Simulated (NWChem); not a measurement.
All runs are NWChem calculations. System: aminoborane (H₄BN), charge 0, spin multiplicity 1, at a geometry optimised with PBE0/def2-SVP. Level: CCSD(T)/cc-pVDZ, 2 core orbitals frozen.

Input file:

```
start mol
memory heap 100 mb stack 700 mb global 1900 mb
geometry units angstroms nocenter noautoz
  B      0.000000     0.000000     0.776169
  N      0.000000     0.000000    -0.611172
  H     -1.057459     0.000000     1.364498
  H      1.057459     0.000000     1.364498
  H      0.846359     0.000000    -1.165820
  H     -0.846359     0.000000    -1.165820
  symmetry group C2v
end
basis spherical
  * library cc-pvdz
end
scf
  rhf
  nopen 0
  maxiter 100
  thresh 1e-7
  semidirect memsize 60000000 filesize 0
end
ccsd
  freeze core 2
  maxiter 60
end
task ccsd(t) energy
```

Output (cleaned and shortened):

```
             Northwest Computational Chemistry Package (NWChem) 7.3.0
             --------------------------------------------------------

                                NWChem Input Module
                                -------------------

 Scaling coordinates for geometry "geometry" by  1.889725989
 (inverse scale =  0.529177249)

 Turning off AUTOSYM since
 SYMMETRY directive was detected!

                             Geometry "geometry" -> ""
                             -------------------------

 Output coordinates in angstroms (scale by  1.889725989 to convert to a.u.)

  No.       Tag          Charge          X              Y              Z
 ---- ---------------- ---------- -------------- -------------- --------------
    1 B                    5.0000     0.00000000     0.00000000     0.77616900
    2 N                    7.0000     0.00000000     0.00000000    -0.61117200
    3 H                    1.0000    -1.05745900     0.00000000     1.36449800
    4 H                    1.0000     1.05745900     0.00000000     1.36449800
    5 H                    1.0000     0.84635900     0.00000000    -1.16582000
    6 H                    1.0000    -0.84635900     0.00000000    -1.16582000

 Effective nuclear repulsion energy (a.u.)      32.1623911287

            Nuclear Dipole moment (a.u.)
            ----------------------------
        X                 Y               Z
 ---------------- ---------------- ----------------
     0.0000000000     0.0000000000    -0.0000056692

      Symmetry information
      --------------------

 Group name             C2v
 Group number             16
 Group order               4
 No. of unique centers     4

      Symmetry unique atoms

     1    2    3    5


 Summary of "ao basis" -> "" (spherical)
 ------------------------------------------------------------------------------
       Tag                 Description            Shells   Functions and Types
 ---------------- ------------------------------  ------  ---------------------
 *                          cc-pvdz                   on all atoms

 Summary of "ao basis" -> "ao basis" (spherical)
[...]
 ccsd(t): done       10 out of       40 progress:   25.0%
 ccsd(t): done       11 out of       40 progress:   27.5%
 ccsd(t): done       12 out of       40 progress:   30.0%
 ccsd(t): done       13 out of       40 progress:   32.5%
 ccsd(t): done       14 out of       40 progress:   35.0%
 ccsd(t): done       15 out of       40 progress:   37.5%
 ccsd(t): done       16 out of       40 progress:   40.0%
 ccsd(t): done       17 out of       40 progress:   42.5%
 ccsd(t): done       18 out of       40 progress:   45.0%
 ccsd(t): done       19 out of       40 progress:   47.5%
 ccsd(t): done       20 out of       40 progress:   50.0%
 ccsd(t): done       21 out of       40 progress:   52.5%
 ccsd(t): done       22 out of       40 progress:   55.0%
 ccsd(t): done       23 out of       40 progress:   57.5%
 ccsd(t): done       24 out of       40 progress:   60.0%
 ccsd(t): done       25 out of       40 progress:   62.5%
 ccsd(t): done       26 out of       40 progress:   65.0%
 ccsd(t): done       27 out of       40 progress:   67.5%
 ccsd(t): done       28 out of       40 progress:   70.0%
 ccsd(t): done       29 out of       40 progress:   72.5%
 ccsd(t): done       30 out of       40 progress:   75.0%
 ccsd(t): done       31 out of       40 progress:   77.5%
 ccsd(t): done       32 out of       40 progress:   80.0%
 ccsd(t): done       33 out of       40 progress:   82.5%
 ccsd(t): done       34 out of       40 progress:   85.0%
 ccsd(t): done       35 out of       40 progress:   87.5%
 ccsd(t): done       36 out of       40 progress:   90.0%
 ccsd(t): done       37 out of       40 progress:   92.5%
 ccsd(t): done       38 out of       40 progress:   95.0%
 ccsd(t): done       39 out of       40 progress:   97.5%
 ccsd(t): done       40 out of       40 progress:  100.0%
 Time for integral evaluation pass     1        0.29
 Time for triples evaluation pass      1        0.14

 pseudo-e(mp4)  -0.76576169031118E-02
 pseudo-e(mp5)   0.38770249457564E-03
        e(t)    -0.72699144085361E-02

 --------------
 CCSD(T) Energy
 --------------
 Reference energy:                     -81.499033588394980

 CCSD corr. energy:                     -0.293522595264730
 T(CCSD) corr. energy:                  -0.007657616903112
 Total CCSD+T(CCSD) energy:            -81.800213800562815

 CCSD corr. energy:                     -0.293522595264730
 (T) corr. energy:                      -0.007269914408536
 Total CCSD(T) energy:                 -81.799826098068252

 routine      calls  cpu(0)   cpu-min  cpu-ave  cpu-max   i/o
 aoccsd          1     0.00     0.00     0.00     0.00    0.00
 iterdrv         1     0.00     0.00     0.00     0.00    0.00
 pampt          10     0.01     0.01     0.01     0.01    0.00
 t2pm           10     0.02     0.02     0.02     0.02    0.00
 sxy            10     0.07     0.07     0.07     0.07    0.00
 ints       900000     4.36     4.36     4.36     4.36    0.00
 t2eri        3000     0.29     0.29     0.29     0.29    0.00
 idx2         3000     0.06     0.06     0.06     0.06    0.00
 idx34          10     0.01     0.01     0.01     0.01    0.00
 ht2pm          10     0.02     0.02     0.02     0.02    0.00
 itm            10     0.07     0.07     0.07     0.07    0.00
 pdiis          10     0.00     0.00     0.00     0.00    0.00
 triples         1     0.00     0.00     0.00     0.00    0.00
 rdtrpo          1     0.00     0.00     0.00     0.00    0.00
 trpmos          1     0.29     0.29     0.29     0.29    0.00
 trpdrv          1     0.03     0.03     0.03     0.03    0.00
 dovvv       10080     0.05     0.05     0.05     0.05    0.00
 doooo       10080     0.01     0.01     0.01     0.01    0.00
 tengy        8640     0.05     0.05     0.05     0.05    0.00
 Total                 5.34     5.34     5.34     5.34    0.00

 Task  times  cpu:        5.9s     wall:        5.9s

 Total times  cpu:        5.9s     wall:        5.9s
```
